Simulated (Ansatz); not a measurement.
`B/C=C(\F)[SiH3]` and `C/C=C(\F)[SiH3]` differ in one atom or group.

Ansatz, PBE0-D4/def2-TZVP geometries, multiplicity 1. 

```tsv
property	`B/C=C(\F)[SiH3]`
HOMO–LUMO gap (B3LYP/def2-TZVPP) / eV	5.45
LUMO energy (PBE/def2-TZVPP) / eV	-3.30
LUMO energy (ωB97M-V/def2-TZVPP) / eV	-0.37
size of the dipole moment (ωB97M-V/def2-TZVPP) / D	1.91
size of the dipole moment (B3LYP/def2-TZVPP) / D	1.95
HOMO–LUMO gap (PBE/def2-TZVPP) / eV	3.85
```

Task: What does the change do to each property? (Estimate.)

Result: Ansatz gave: 
| property | `C/C=C(\F)[SiH3]` | shift |
| --- | --- | --- |
| HOMO–LUMO gap (B3LYP/def2-TZVPP) / eV | 6.82 | 1.37 |
| LUMO energy (PBE/def2-TZVPP) / eV | -1.07 | 2.23 |
| LUMO energy (ωB97M-V/def2-TZVPP) / eV | 1.98 | 2.35 |
| size of the dipole moment (ωB97M-V/def2-TZVPP) / D | 1.50 | -0.41 |
| size of the dipole moment (B3LYP/def2-TZVPP) / D | 1.51 | -0.44 |
| HOMO–LUMO gap (PBE/def2-TZVPP) / eV | 5.08 | 1.23 |

With PBE0 the HOMO rises by 0.90 eV and the LUMO rises by 2.28 eV, so the gap widens by about 1.38 eV. PBE moves the HOMO by 0.99 eV and ωB97M-V by 0.87 eV. Dipoles are sizes alone; their direction can turn.

B3LYP here is the variant with VWN-RPA as its local correlation; programs differ in this.
